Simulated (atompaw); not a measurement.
# silicon (Si): PAW (atompaw) pseudisation with LDA (PW92), non-relativistic reference atom.

Si (Z = 14), PAW, made with atompaw 4.2.0.5 (LDA (PW92), non-relativistic). Core [Ne], reference 3s2 3p0 (charge +2). Waves: 3s (bound); 3s channel at 0.25 Ry; 3p (bound, empty); 3p channel at 3.4 Ry; 3d channel at 0.25 Ry; 3d channel at 1.4 Ry. Local part: vpsmatchnc scheme with l = 3 at 0 Ry, radius 1.45 bohr. Core correction: smooth core density matched at 1.85 bohr. Augmentation charge: sinc compensation charge, radius 1.85 bohr; PAW radius 1.95 bohr; waves and projectors: bloechl.

Poles of the logarithmic derivatives, all-electron (AE) and pseudo (PS). s: poles at 0.8 (AE) and -2.7, 0.8 (PS) Ry. p: poles at 1.7 (AE) and 1.7 (PS) Ry. d: poles at 2.2 (AE) and 2.2, 4.6 (PS) Ry. Test radius 1.96 bohr.

- Cutoffs needed: 8 Ry and 60 Ry (the cutoffs (Ry, on a coarse ladder) from which the occupation-weighted sum of valence levels, in a spherical-Bessel basis at the reference potential, stays within 10 and 1 mRy of its value at 400 Ry) The cutoffs count occupied waves only; the empty 3p level needs 21 Ry at the loose tolerance.
- Ghost test: ghost state, extra bound levels that the all-electron valence spectrum of the same l lacks: s at -36.7 eV; a true bound ghost makes a file unfit for plane-wave use (spherical-Bessel basis up to 400 Ry, 20 bohr box)
- Lowest eigenvalue of the overlap operator: 0.02 (s channel)
- Overlap eigenvalues printed by atompaw (projector basis): 0.00844, 0.0316, 0.144, 0.327, 0.936, 3.25
- Share of each valence orbital outside the PAW sphere: 3s 45 %, 3p 59 %
